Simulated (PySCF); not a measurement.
C₂H₄Cl₂Si. Atoms are numbered in the order given.

```xyz
9

Si    -0.0481    -0.3921     0.0000
Cl     1.0619     0.1097     1.6775
Cl     1.0619     0.1097    -1.6775
C     -1.6467     0.5412     0.0000
C     -2.8286    -0.0904     0.0000
H     -0.2798    -1.8545     0.0000
H     -1.6203     1.6380     0.0000
H     -2.9008    -1.1842     0.0000
H     -3.7798     0.4531     0.0000
```

Coordinates come from a B3LYP-D3(BJ)/def2-SVP optimisation. The values are those of a single conformer.

All values below come from PySCF with PBE/def2-TZVP.

Symmetry labels are those of the subgroup Cs that the program uses (full group Cs).

Computed valence orbital energies around the gap with their symmetry:
| orbital | symmetry | energy (eV) |
|---|---|---|
| HOMO−7 | A" | -10.10 |
| HOMO−6 | A' | -9.74 |
| HOMO−5 | A' | -8.92 |
| HOMO−4 | A" | -8.13 |
| HOMO−3 | A' | -8.12 |
| HOMO−2 | A" | -7.83 |
| HOMO−1 | A' | -7.54 |
| HOMO | A" | -7.33 |
| LUMO | A" | -2.14 |
| LUMO+1 | A' | -0.73 |
| LUMO+2 | A" | 0.16 |
| LUMO+3 | A' | 0.43 |
